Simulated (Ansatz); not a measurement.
A CCSD(T) single point on ClH₂NS₂W, SMILES `[NH2][W](=[S])(=[S])[Cl]`.

```yaml
crystal:
  periodic: [false, false, false]
  atoms:
    - {symbol: N, position_ang: [-0.560190, 0.690380, 0.852245]}
    - {symbol: W, position_ang: [0.313203, -0.371994, -0.477834]}
    - {symbol: S, position_ang: [1.843876, -1.483175, 0.478878]}
    - {symbol: S, position_ang: [-1.136266, -1.656014, -1.339985]}
    - {symbol: Cl, position_ang: [1.211393, 0.956995, -2.075786]}
    - {symbol: H, position_ang: [-1.549965, 0.890503, 0.845516]}
    - {symbol: H, position_ang: [-0.122052, 0.973305, 1.716965]}
basis:
  gaussian: {orbitals: def2-SVP}
correlation: {method: ccsd_t}
```

```sh
$ ansatz run in.yaml --threads 4 --pin off --events-out ev --progress --plain --max-ram 10444MiB
```

The program prints (abridged):

```
Functional definition: HF
1039 factors; integrals over basis functions are off by at most 1.2e-3 eV
mean field evaluation 1: about -37443.7730 eV, gradient 5.0e1 eV
mean field evaluation 2: about -37443.7896 eV, gradient 5.0e1 eV
mean field evaluation 4: about -37449.7832 eV, gradient 6.6e0 eV
mean field evaluation 8: about -37449.9032 eV, gradient 2.1e-1 eV
mean field evaluation 16: about -37449.8562 eV, gradient 2.9e0 eV
mean field evaluation 32: about -37442.7728 eV, gradient 2.8e-2 eV
mean field -37449.90389984 eV, -1376.2585838627 hartree, gradient 2.6e-6 eV, S^2 0.000000; 0 other end points of the search recorded, 0 dependent functions left out
16 core orbitals not correlated: weight in the atoms' cores, before any rotation towards them, 1.000 or more for the frozen orbitals, at most 0.000 for the correlated occupied ones
reference -37449.90389984 eV, -1376.2585838627 hartree; 20, 20 occupied and 74, 74 virtual orbitals, 1039 factors
second order -26.28308112 eV of doubles, -0.00000000 eV of singles
cycle   1  -23.72884698 eV  change     2.6e0 eV  update   2.9e-1
cycle   2  -25.11928476 eV  change    -1.4e0 eV  update   1.9e-1
cycle   3  -25.42714180 eV  change   -3.1e-1 eV  update   3.7e-2
cycle   4  -25.43348065 eV  change   -6.3e-3 eV  update   1.7e-2
cycle   5  -25.42793325 eV  change    5.5e-3 eV  update   4.4e-3
cycle   6  -25.43010077 eV  change   -2.2e-3 eV  update   2.3e-3
cycle   7  -25.42845643 eV  change    1.6e-3 eV  update   8.5e-4
cycle   8  -25.42832599 eV  change    1.3e-4 eV  update   3.9e-4
cycle   9  -25.42873487 eV  change   -4.1e-4 eV  update   1.6e-4
cycle  10  -25.42879366 eV  change   -5.9e-5 eV  update   1.0e-4
cycle  11  -25.42869169 eV  change    1.0e-4 eV  update   4.9e-5
cycle  12  -25.42865445 eV  change    3.7e-5 eV  update   2.8e-5
perturbative correction -1.40785481 eV, -0.0517377100 hartree
Total energy: -37476.74040911 eV, -1377.2448073876 hartree
```

Hardware: 4 threads of an Arm Neoverse V2 on a shared host. Wall time 8.5 s, peak host memory 0.54 GiB.

The correlation energy is -26.837 eV, 5.2 % of it from (T); the T1 diagnostic reads 0.0208.
